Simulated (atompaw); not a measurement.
What one change does to a pseudopotential (Ca (Z = 20), PAW (atompaw))

```json
{"Element": "calcium", "Generator": "atompaw 4.2.0.5", "Type": "PAW", "Functional": "LDA (PW92)", "Relativity": "scalar-relativistic", "Frozen core": "[Ar]", "Valence charge": "2", "Reference configuration": "3d0 4s1 4p0 (charge +1)", "Partial waves": "4s (bound): rc 3.00 bohr; 4s channel at 0.1 Ry: rc 3.00 bohr; 4p (bound, empty): rc 3.00 bohr; 4p channel at 0.25 Ry: rc 3.00 bohr; 3d (bound, empty): rc 2.65 bohr; 3d channel at 0.05 Ry: rc 3.00 bohr", "Local potential": "troulliermartins scheme with l = 3 at 0 Ry, radius 2.70 bohr", "Core correction": "smooth core density matched at 2.60 bohr", "Augmentation charge": "sinc compensation charge, radius 2.35 bohr; PAW radius 3.00 bohr; waves and projectors: custom rrkj vanderbiltortho"}
```

All-electron outer shells of the reference configuration (LDA (PW92), scalar-relativistic, ld1.x):

```json
{"shell": "3p", "level (eV)": "-34.92", "outermost node (bohr)": "0.42", "outermost maximum (bohr)": "1.04"}
{"shell": "4s", "level (eV)": "-9.17", "outermost node (bohr)": "1.42", "outermost maximum (bohr)": "3.09"}
{"shell": "3d", "level (eV)": "-8.59", "outermost node (bohr)": "–", "outermost maximum (bohr)": "1.24"}
{"shell": "4p", "level (eV)": "-6.06", "outermost node (bohr)": "1.60", "outermost maximum (bohr)": "3.78"}
```

Change: core [Ne] 3s2, valence charge 8; reference 3p6 3d0 4s0 4p0; waves now 4s (bound): rc 3.00 bohr; 4s channel at 1.5 Ry: rc 3.00 bohr; 3p (bound): rc 1.40 bohr; 4p (bound): rc 2.45 bohr; 3d (bound): rc 2.60 bohr; 3d channel at 0.25 Ry: rc 3.00 bohr; local potential troulliermartins scheme with l = 3 at 0 Ry, radius 2.15 bohr; core correction smooth core density matched at 2.70 bohr; augmentation sinc compensation charge, radius 2.25 bohr; PAW radius 3.00 bohr; waves and projectors: custom rrkj vanderbiltortho.

Cutoffs: the cutoffs (Ry, on a coarse ladder) from which the occupation-weighted sum of valence levels, in a spherical-Bessel basis at the reference potential, stays within 10 and 1 mRy of its value at 400 Ry; they do not see the model core or the augmentation charge, which bear on the density cutoff.

**Question.** What does the change do?

**Answer.** The potential gets harder (6 Ry and 6 Ry → 40 Ry and 70 Ry); the bound ghosts move from p to s; the range in which the p phases agree narrows (upper end 3.2 → -0.5). The added semicore shells are compact, so their waves need more plane waves. Several settings change at once here, so the effects cannot be laid on one of them.

| quantity | base | changed |
| --- | --- | --- |
| cutoff, loose | 6 Ry | 40 Ry |
| cutoff, tight | 6 Ry | 70 Ry |
| bound ghosts | p | s |
| s: phases at 3.02 bohr within 0.05 rad from the reference energy up to (Ry; the scan ends near 5) | 3.4 | 3.0 |
| p: phases at 3.02 bohr within 0.05 rad from the reference energy up to (Ry; the scan ends near 5) | 3.2 | -0.5 |
| d: phases at 3.02 bohr within 0.05 rad from the reference energy up to (Ry; the scan ends near 5) | 0.7 | 0.6 |
| lowest overlap eigenvalue by channel | s 0.43, p 0.67, d 0.25 | s 0.57, p 0.51, d 0.72 |

Base: The cutoffs count occupied waves only; the empty 3d level needs 10 Ry at the loose tolerance. A true bound ghost makes a file unfit for plane-wave use even where its test errors are small: the radial tests pick states by their node count and pass the ghost by. The cutoffs see the waves, projectors and local potential, not the compensation charge or the core.
